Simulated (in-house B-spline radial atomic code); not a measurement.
Configurations of Gd IV (Gd3+), with energies counted from [Xe] (4f5/2)6 (4f7/2)1. Level of theory: Dirac-Hartree-Fock, average of each configuration as written, Fermi nucleus of rms radius 5.1569 fm; calculated with a B-spline radial code for spherical atoms. Energies include first-order Breit, QED and recoil terms.

Occupations are held fixed; configurations that lie above the ionisation limit could autoionise.

| configuration | E - E(ref) (eV) | highest orbital | its <r> (bohr) |
| --- | --- | --- | --- |
| [Xe] (4f5/2)5 (4f7/2)2 | 2.6887 | 4f7/2 | 0.8374 |
| [Xe] (4f5/2)1 (4f7/2)6 | 5.2724 | 4f5/2 | 0.8264 |
| [Xe] (4f5/2)3 (4f7/2)3 (8g9/2)1 | 41.525 | 8g9/2 | 21.41 |
| [Kr] 4d10 (4f5/2)3 (4f7/2)4 5s2 (5p1/2)2 (5p3/2)3 8s1 | 52.405 | 8s1/2 | 9.053 |
| [Kr] (4d3/2)4 (4d5/2)5 (4f5/2)6 (4f7/2)1 5s2 5p6 (6p3/2)1 | 159.11 | 6p3/2 | 3.69 |
| [Kr] (4d3/2)4 (4d5/2)5 (4f5/2)4 (4f7/2)3 5s2 5p6 (8g9/2)1 | 184.83 | 8g9/2 | 21.41 |

Order these further configurations by energy, lowest first.
A. [Xe] (4f5/2)5 (4f7/2)1 (5d5/2)1
B. [Xe] (4f5/2)3 (4f7/2)4
C. [Kr] 4d10 (4f7/2)7 5s2 (5p1/2)1 (5p3/2)4 (9d3/2)1
D. [Xe] (4f5/2)1 (4f7/2)5 (7g9/2)1
E. [Kr] (4d3/2)4 (4d5/2)5 (4f5/2)2 (4f7/2)5 5s2 5p6 (6g9/2)1

B (5.6185 eV), A (10.509 eV), D (40.869 eV), C (59.094 eV), E (186.1 eV).

How far above the reference does [Xe] (4f5/2)4 (4f7/2)2 (9g7/2)1 lie?

40.745 eV; its least bound orbital is 9g7/2 with <r> = 27.77 bohr.

How far above the reference does [Kr] 4d10 (4f7/2)8 5s2 (5p1/2)2 (5p3/2)3 lie?

24.457 eV; its least bound orbital is 4f7/2 with <r> = 0.8607 bohr.
